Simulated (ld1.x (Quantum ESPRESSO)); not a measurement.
# Cutoff test, aluminium, TM

ld1.x (Quantum ESPRESSO) 7.5 input, shortened:

```
&input
   title='Al', zed=13., rel=1, dft='PBE', iswitch=3,
   config='[Ne] 3s1 3p0 3d-2'
 /
 &inputp
   pseudotype=2, tm=.true., lloc=2,
   nlcc=.false.
 /
3
2S  1  0   2.00   0.00  0.80  0.80  0.0
2P  2  1   6.00   0.00  0.75  0.75  0.0
3D  3  2  -2.00   0.35  0.60  0.60  0.0
 &test
   configts(1)='2s2 2p6 3s1 3p0'
 /
```

Occupied shells without a wave of their own: 3s. They enter only through the test configuration that unscreens the potential.

The pseudo-atom Hamiltonian at the reference potential is diagonalised in spherical Bessel functions j_l(qr) that vanish at 20 bohr, with q² up to the cutoff. All-electron valence levels (Ry): 2s -9.4642, 3s -1.7454, 2p -6.6341, 3p -1.2644.

Q: How do the lowest levels (Ry) of each channel move with the cutoff, and are there ghosts?

A:

| cutoff (Ry) | s #1 | s #2 | p #1 | p #2 | d #1 | d #2 | f #1 | f #2 | Σ f·Δε (mRy) |
| --- | --- | --- | --- | --- | --- | --- | --- | --- | --- |
| 8 | -7.1653 | -1.4157 | -2.1020 | -0.7002 | -0.6820 | -0.3141 | -0.2910 | -0.1640 | 32127.6 |
| 25 | -9.2615 | -1.7168 | -3.3283 | -0.9212 | -0.6985 | -0.3213 | -0.2911 | -0.1641 | 20276.1 |
| 50 | -9.4208 | -1.7520 | -4.4701 | -1.0632 | -0.7020 | -0.3229 | -0.2911 | -0.1641 | 13071.7 |
| 100 | -9.4543 | -1.7530 | -5.9166 | -1.2025 | -0.7030 | -0.3234 | -0.2911 | -0.1641 | 4324.7 |
| 180 | -9.4631 | -1.7534 | -6.5801 | -1.2579 | -0.7033 | -0.3235 | -0.2911 | -0.1641 | 325.4 |
| 400 | -9.4644 | -1.7538 | -6.6338 | -1.2624 | -0.7033 | -0.3235 | -0.2911 | -0.1641 | 0.0 |

Result: no extra level below or beside the all-electron valence levels (s, p, d, f tested); 10 mRy is reached at 260 Ry and 1 mRy at over 300 Ry.
